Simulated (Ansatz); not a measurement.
One change: `[BH2][GeH]([CH3])[SiH3]` becomes `[CH3][GeH]([F])[SiH3]`.

Ansatz, PBE0-D4/def2-TZVP geometries, multiplicity 1. 

Scalar relativity is left out up to krypton.

```tsv
property	`[BH2][GeH]([CH3])[SiH3]`
HOMO–LUMO gap (ωB97M-V/def2-TZVPP) / eV	9.14
size of the dipole moment (PBE/def2-TZVPP) / D	0.77
HOMO energy (PBE0/def2-TZVPP) / eV	-7.58
LUMO energy (ωB97M-V/def2-TZVPP) / eV	-0.45
HOMO energy (ωB97M-V/def2-TZVPP) / eV	-9.59
size of the dipole moment (B3LYP/def2-TZVPP) / D	0.76
```

(1) Give the same properties after the change, and the shifts. (An estimate is asked.)

Answers

(1) Computed: 
```
                                        property  `[CH3][GeH]([F])[SiH3]`  shift
         HOMO–LUMO gap (ωB97M-V/def2-TZVPP) / eV                    11.73   2.59
  size of the dipole moment (PBE/def2-TZVPP) / D                     2.22   1.45
              HOMO energy (PBE0/def2-TZVPP) / eV                    -8.13  -0.55
           LUMO energy (ωB97M-V/def2-TZVPP) / eV                     1.55   2.00
           HOMO energy (ωB97M-V/def2-TZVPP) / eV                   -10.18  -0.59
size of the dipole moment (B3LYP/def2-TZVPP) / D                     2.35   1.59
```

With PBE0 the HOMO falls by 0.55 eV and the LUMO rises by 2.04 eV, so the gap widens by about 2.59 eV. PBE moves the HOMO by -0.38 eV and ωB97M-V by -0.59 eV. The zero-point energy changes by -46.5 kJ/mol with -6 modes. Dipoles are sizes alone; their direction can turn.

Positive LUMOs are unbound, so they and the gaps depend on the basis.

B3LYP here is the variant with VWN-RPA as its local correlation; programs differ in this.
